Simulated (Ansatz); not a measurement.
The cluster Cu₄S₄, relaxed as a singlet with RKS PBE-D4/def2-SVP in Ansatz, starting from the GFN2-xTB geometry. Force threshold 0.02 eV/Å.

A triplet lies near this restricted singlet, and broken spin symmetry wasn't tried. The relaxation made no stability test and no search for a lower SCF solution. The structure comes from a short search, and lower isomers may exist.

Start:

```xyz
8

Cu    1.164   -0.375    1.120
Cu   -0.207   -0.497   -1.400
Cu   -0.944    0.933    0.996
Cu    1.143    1.822   -0.299
S    -0.913   -1.303    1.782
S     1.958   -0.139   -0.966
S    -1.297   -2.054   -0.087
S    -0.904    1.613   -1.146
```

Question: Estimate the energy that the relaxation releases and the steps that it takes.

Answer: 77.8 kJ/mol, in 19 steps; 92 s on 4 threads of Arm Neoverse V2 on a shared host. The force fell under the threshold at step 7, but the optimiser went on and released 0.066 eV more. No frequencies were taken in this run, so the end may be a saddle point.

Question: Does the start keep its bonding?

Answer: Bonds formed: Cu3–S7 (atoms count from 1).

Question: Predict the relaxed structure.

Answer: 
```csv
atom,x (Å),y (Å),z (Å)
Cu1,1.1807,-0.5668,1.0136
Cu2,0.0269,-0.5257,-1.1947
Cu3,-1.1503,0.5706,0.6928
Cu4,1.0081,1.6814,-0.5436
S5,-0.7321,-1.2704,1.9452
S6,2.2927,-0.0851,-0.8291
S7,-1.5319,-1.7031,-0.0586
S8,-1.0941,1.8992,-1.0255
```
Bond lengths (bridged metal pairs left out): 10 × Cu–S 2.17 to 2.68 Å; 1 × S–S 2.20 Å.
